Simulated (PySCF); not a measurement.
## Computed data sheet: `Cc1ccoc1C(=O)Cl`

C6H5ClO2.
Z-matrix (Å and degrees, GFN2-xTB geometry), rows numbered from 1:
```
C 
C   1  1.4811
C   2  1.4107  1  127.74
C   3  1.3672  2  106.31  1   179.45
O   4  1.3280  3  111.32  2     0.02
C   5  1.3554  4  107.16  3    -0.07
C   6  1.4353  2  128.44  1     1.44
O   7  1.1940  6  127.41  2    -1.31
Cl  7  1.7729  6  112.22  2   178.32
H   1  1.0872  2  110.31  3   141.59
H   1  1.0898  2  109.88  3  -100.37
H   1  1.0867  2  110.55  3    19.58
H   3  1.0707  2  126.72  1    -0.75
H   4  1.0731  3  131.29  2   179.99
```

Structural features include: aromatic ring with oxygen and C–Cl bond.

**GFN2-xTB geometry**

```yaml
Rotational_constants_A_B_C_of_the_GFN2-xTB_geometry: 2.394, 1.155, 0.783 GHz
```

From PBE0/def2-SVPD ground state and vertical TDDFT (core frozen in the response) (PySCF):

```yaml
Dipole_moment: 4.67 D
HOMO_energy: -7.46 eV
LUMO_energy: -2.08 eV
HOMO–LUMO_gap: 5.38 eV
Lowest_singlet_excitation: 4.60 eV (269 nm, f = 0.003)
Strongest_line_among_the_8_lowest_singlet_transitions: S2 at 4.92 eV (252 nm, f = 0.380)
Lowest_triplet_excitation_Tamm–Dancoff: 3.11 eV
Static_isotropic_polarisability: 92.6 au
Electronic_spatial_extent_⟨r²⟩_about_the_centre_of_nuclear_charge: 1369 bohr²
```

From PBE0/pcSseg-1 ground state and GIAO shieldings, non-relativistic (PySCF):

```yaml
Lowest_Hirshfeld_atomic_charge: -0.21 e on O8
Highest_Hirshfeld_atomic_charge: +0.15 e on C7
13C_chemical_shifts_computed_TMS_as_zero_by_class: 164.3 (C7), 153.8 (C4), 147.4 (C6), 147.1 (C2), 123.2 (C3), 14.8 (C1) ppm
1H_chemical_shifts_computed_TMS_as_zero_by_class: 7.63 (H14), 6.74 (H13), 2.65 (H10/H11/H12) ppm
Isotropic_shieldings_of_nuclei_other_than_C_and_H_by_class: -194 (O8), 23 (O5), 521 (Cl9) ppm
Mayer_bond_orders_between_heavy_atoms: C1–C2 1.09, C2–C3 1.34, C3–C4 1.53, C4–O5 1.16, O5–C6 1.00, C6–C7 0.98, C7–O8 1.99, C7–Cl9 1.01, C6–C2 1.42
```

Monoisotopic mass (most abundant isotopes): 143.9978 u.

The principal polarisabilities are 56.1, 100.7 and 121.2 au; their mean is the isotropic value. The rotational constants make it an asymmetric top with κ = (2B − A − C)/(A − C) = -0.54, nearer the prolate limit (−1). In wavenumbers S1 is 37100 cm⁻¹ (1 eV = 8065.54 cm⁻¹). No computed singlet falls in the visible range (750 to 380 nm, 1.65 to 3.26 eV); S1 lies 1.34 eV above its blue end. The vertical singlet–triplet gap S1 − T1 is 1.49 eV (TDDFT singlet less Tamm–Dancoff triplet; S1: HOMO−1→LUMO, weight 0.92; T1: HOMO→LUMO, weight 0.95). The dipole equals about 15.6 × 10⁻³⁰ C·m (1 D = 3.33564 × 10⁻³⁰ C·m). The largest Löwdin shares of the LUMO are 0.21 on C7, 0.19 on O8, 0.14 on C2 and 0.13 on C4.

One conformer (not necessarily the lowest) at the GFN2-xTB geometry, without solvent or vibrations. NMR classes are plain means over equivalent atoms (diastereotopic ones count apart unless rotation or inversion swaps them), as if these changed places fast; in this geometry the members of some classes differ.

For the TDDFT job (PBE0/def2-SVPD), the run took 76 s of wall time on one thread of an Arm Neoverse N1 (shared host), and the process peaked at 0.95 GiB of memory.
